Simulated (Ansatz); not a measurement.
A nudged elastic band was laid between two geometries of AlClFH5O3Zr (12 atoms, charge 0, multiplicity 1).

Level of theory: RKS PBE/def2-SVP (Ansatz 0.2.0).

- movable images: 7
- climbing image: yes
- spring: 5.0 eV/Å²
- optimiser: quadratic models (default)
- start path: through a guess of the saddle point
- force threshold: 0.05 eV/Å
- iteration limit: 60
- end points: relaxed

Image 0:

```xyz
12
Properties=species:S:1:pos:R:3
Zr -0.083 0.156 0.433
Cl -1.478 -0.455 2.284
O 2.020 0.281 -0.076
H 2.443 -0.243 -0.777
O -1.042 1.377 -0.672
H -1.635 1.860 -1.265
F -0.025 -1.528 -0.498
O 1.051 1.381 1.834
Al 2.826 1.354 1.239
H 3.765 0.499 2.217
H 3.295 2.762 0.639
H 0.720 1.627 2.713
```

Image 8:

```xyz
12
Properties=species:S:1:pos:R:3
Zr -0.082 0.156 0.431
Cl -1.503 -0.410 2.277
O 2.017 0.316 -0.101
H 2.444 -0.188 -0.814
O -1.039 1.353 -0.699
H -1.641 1.870 -1.252
F -0.014 -1.550 -0.457
O 1.060 1.350 1.849
Al 2.830 1.351 1.238
H 3.287 2.783 0.687
H 3.778 0.465 2.180
H 0.724 1.577 2.732
```

Q: What changes between the two ends?

A: No bond is made or broken.  The two ends are copies of one structure, up to a mirror image or an exchange of like atoms.

Q: Give the energies along the band, and the barrier.

A: It converged. The highest image is number 3 of 0 to 8, 0.99 eV above the ends, which have the same energy within 2 meV. A vibrational analysis at the climbing image gives one clearly imaginary mode, 406i cm⁻¹: a first-order saddle point.

| image | path coordinate (Å) | energy (eV) |
| --- | --- | --- |
| 0 | 0.00 | 0.00 |
| 1 | 1.05 | 0.06 |
| 2 | 2.10 | 0.55 |
| 3 | 3.15 | 0.99 |
| 4 | 4.18 | 0.56 |
| 5 | 5.21 | 0.07 |
| 6 | 6.25 | 0.02 |
| 7 | 7.27 | 0.01 |
| 8 | 8.30 | 0.00 |

Q: What is the geometry of the highest image?

A: 
```xyz
12
Properties=species:S:1:pos:R:3
Zr -0.181 0.140 0.489
Cl -1.672 -0.096 2.350
O 1.942 0.069 0.136
H 2.443 -0.526 -0.450
O -1.007 1.230 -0.846
H -1.571 1.533 -1.572
F -0.195 -1.675 -0.160
O 1.013 1.509 1.668
Al 2.860 1.357 1.223
H 4.267 0.898 0.555
H 3.221 2.521 2.298
H 0.740 2.114 2.381
```

Q: What are the harmonic wavenumbers there?

A: 406i, 25, 65, 100, 133, 154, 159, 192, 219, 268, 306, 346, 378, 426, 469, 515, 526, 599, 627, 630, 670, 732, 834, 859, 953, 1756, 1790, 3762, 3766, 3856 cm⁻¹.

Time of the run: 7.7 min on 4 threads of Arm Neoverse V1, with other jobs on the host, peak memory 0.23 GiB.
